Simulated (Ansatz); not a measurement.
CH3AlFGa (`[F][Al]1[CH2][GaH]1`), charge 0, multiplicity 1.

(1) Give a relaxed structure at PBE0-D4/def2-TZVP (Ansatz 0.2.0). (Estimate.)

Answers

(1) Ansatz gave: 
Z-matrix (Å, degrees):
```
C
Al 1 1.925
Ga 1 2.035 2 74.7
H 1 1.120 2 92.0 3 -95.3
H 1 1.090 2 142.7 3 140.1
F 2 1.650 1 139.0 3 -168.0
H 3 1.570 1 133.9 2 162.4
```
